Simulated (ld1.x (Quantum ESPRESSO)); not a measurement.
**Before and after: RRKJ potential for cobalt (Co)**

```json
{
  "Element": "Co (Z = 27)",
  "Generator": "ld1.x (Quantum ESPRESSO) 7.5",
  "Type": "norm-conserving RRKJ (Kleinman–Bylander form)",
  "Functional": "LDA (PZ)",
  "Relativity": "non-relativistic",
  "Frozen core": "[Ne] 3s2",
  "Valence charge": "15",
  "Reference configuration": "3p6 3d7 4s2 4p0",
  "Partial waves": "4s (bound): rc 2.15 bohr; 3p (bound): rc 0.75 bohr; 3d (bound): rc 1.60 bohr",
  "Local potential": "the d channel",
  "Core correction": "none",
  "rho0": "0.02"
}
```

Change: wave 3p (bound): rc 0.75 bohr becomes 3p (bound): rc 0.96 bohr.

Cutoffs: the cutoffs (Ry, on a coarse ladder) from which the occupation-weighted sum of valence levels, in a spherical-Bessel basis at the reference potential, stays within 10 and 1 mRy of its value at 400 Ry; they do not see the model core or the augmentation charge, which bear on the density cutoff. Errors are all-electron minus pseudo energies relative to the spin-unpolarised reference configuration.

Problem. Predict the effect on cutoff, ghosts and configuration errors.

Solution. The potential gets softer (230 Ry and 300 Ry → 140 Ry and 230 Ry); both files keep a bound ghost (s); the errors of the 9 common tests hardly move. A larger radius leaves more room for a smooth pseudo-wave, so fewer plane waves are needed.

```tsv
quantity	base	changed
cutoff, loose	230 Ry	140 Ry
cutoff, tight	300 Ry	230 Ry
loose cutoff by channel (10 mRy a level)	s 25 Ry, p 200 Ry, d 90 Ry	s 25 Ry, p 100 Ry, d 90 Ry
bound ghosts	s	s
error for 3p6 3d7 4s1 4p0, meV [ΔE 9.14 eV]	-0.6	-0.6
error for 3p6 3d7 4s0 4p0, meV [ΔE 25.98 eV]	-9.8	-9.9
error for 3p6 3d6 4s0 4p0, meV [ΔE 62.39 eV]	+0.5	+0.5
error for 3p6 3d5 4s0 4p0, meV [ΔE 118.37 eV]	+68	+69
error for 3p6 3d7 4s0 4p2, meV [ΔE 8.83 eV]	-559	-556
error for 3p6 3d7 4s1.5 4p0, meV [ΔE 3.66 eV]	0.0	-0.1
error for 3p6 3d7.5 4s1.5 4p0, meV [ΔE -1.17 eV]	-17	-17
error for 3p6 3d7 4s2 4p0 (spin-polarised), meV [ΔE -2.00 eV]	+360	+363
error for 3p6 3d7 4s1 4p0 (spin-polarised), meV [ΔE 6.56 eV]	+355	+358
s: phases at 2.36 bohr within 0.05 rad from the reference energy up to (Ry; the scan ends near 5)	2.6	2.6
p: phases at 2.36 bohr within 0.05 rad from the reference energy up to (Ry; the scan ends near 5)	-0.5	-0.4
d: phases at 2.36 bohr within 0.05 rad from the reference energy up to (Ry; the scan ends near 5)	1.0	1.0
```

 A true bound ghost makes a file unfit for plane-wave use even where its test errors are small: the radial tests pick states by their node count and pass the ghost by.
